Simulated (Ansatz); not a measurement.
Consider the formal exchange of groups at a B–H bond: `BO[SiH3]` + `COCF` → `FCOBO[SiH3]` + CH₄.

Isolated molecules relaxed with PBE0-D4/def2-TZVP in Ansatz; ΔE leaves out vibrations. CCSD(T)/CBS adds triple-zeta CCSD(T) − MP2 to the extrapolated MP2 energy (def2 sets, frozen cores). This one scheme is used for every species. DFT in def2-TZVPP. B3LYP here is the variant with VWN-RPA as its local correlation; programs differ in this. HSE06 is defined as in plane-wave codes. One conformer a species, not always the lowest.

`BO[SiH3]`:

Cartesian coordinates in Å:
```
B 1.401 0.687 0.095
O 0.501 -0.232 0.493
Si -1.041 -0.574 -0.010
H 1.126 1.455 -0.790
H 2.465 0.709 0.647
H -1.439 0.348 -1.104
H -1.946 -0.415 1.153
H -1.067 -1.978 -0.484
```

`COCF`:

Cartesian coordinates in Å:
```
C -0.162 0.996 -0.600
O 0.273 -0.346 -0.690
C 0.255 -1.015 0.497
F -1.039 -1.255 0.921
H 0.419 1.544 0.152
H 0.000 1.448 -1.578
H -1.223 1.052 -0.345
H 0.739 -0.442 1.301
H 0.738 -1.981 0.340
```

`FCOBO[SiH3]`:

Z-matrix (Å, degrees):
```
C
O 1 1.381
F 1 1.368 2 109.4
H 1 1.092 2 108.5 3 -117.4
H 1 1.095 2 111.5 3 118.9
B 2 1.370 1 120.8 3 -93.0
O 6 1.346 2 118.7 1 175.8
H 6 1.198 2 120.5 1 -5.2
Si 7 1.660 6 130.9 2 -2.1
H 9 1.483 7 110.3 6 -59.2
H 9 1.481 7 106.3 6 -178.6
H 9 1.484 7 110.1 6 62.4
```

CH₄:

```xyz
5

C     0.000    0.000    0.000
H     0.651   -0.873   -0.033
H    -1.009   -0.289   -0.292
H     0.374    0.758   -0.687
H    -0.016    0.403    1.012
```

```tsv
level	ΔE (kcal/mol)	difference from CCSD(T)/CBS
LDA (SPW92)	-54.9	-0.4
PBE-D4	-53.3	1.2
revPBE-D4	-52.6	1.9
BLYP-D4	-53.4	1.1
B97M-V	-56.3	-1.8
PBE0-D4	-54.2	0.3
r2SCANh-D4	-55.7	-1.2
r2SCAN0-D4	-55.8	-1.3
HSE06-D4	-54.2	0.3
BHLYP-D4	-55.1	-0.6
CAM-B3LYP-D4	-54.6	-0.1
ωB97M-V	-54.5	0.0
B2PLYP	-54.4	0.1
PBE-QIDH	-54.9	-0.4
PBE	-52.9	1.6
revPBE	-52.1	2.4
r2SCAN	-55.3	-0.8
PBE0	-53.8	0.7
B3LYP	-53.6	0.9
r2SCANh	-55.4	-0.9
r2SCAN0	-55.6	-1.1
HSE06	-53.8	0.7
BHLYP	-54.5	0.0
CAM-B3LYP	-54.1	0.4
LC-ωPBE	-53.8	0.7
RPA@PBE/def2-TZVPP	-51.7	2.8
HF/def2-SVP	-54.9	-0.4
CCSD/def2-SVP	-55.4	-0.9
CCSD(T)/def2-SVP	-55.5	-1.0
HF/def2-TZVPP	-53.8	0.7
MP2/def2-TZVPP	-55.5	-1.0
SCS-MP2/def2-TZVPP	-54.0	0.5
CCSD/def2-TZVPP	-54.3	0.2
CCSD(T)/def2-TZVPP	-54.3	0.2
HF/def2-QZVPP	-53.8	0.7
MP2/def2-QZVPP	-55.6	-1.1
SCS-MP2/def2-QZVPP	-54.2	0.3
HF/CBS(def2)	-53.8	0.7
MP2/CBS(def2)	-55.7	-1.2
CCSD/CBS(def2)	-54.5	0.0
CCSD(T)/CBS	-54.5	0
```

Largest T1 diagnostic among the species: 0.013.

From BLYP to BHLYP (50 % exact exchange), in def2-TZVPP and without D4, ΔE moves by −1.8 kcal/mol. Leaving LDA and LC-ωPBE aside and taking each functional with its dispersion term where it has one, the values spread over 3.7 kcal/mol, from B97M-V to revPBE-D4. LDA lies −2.0 kcal/mol from PBE without D4.
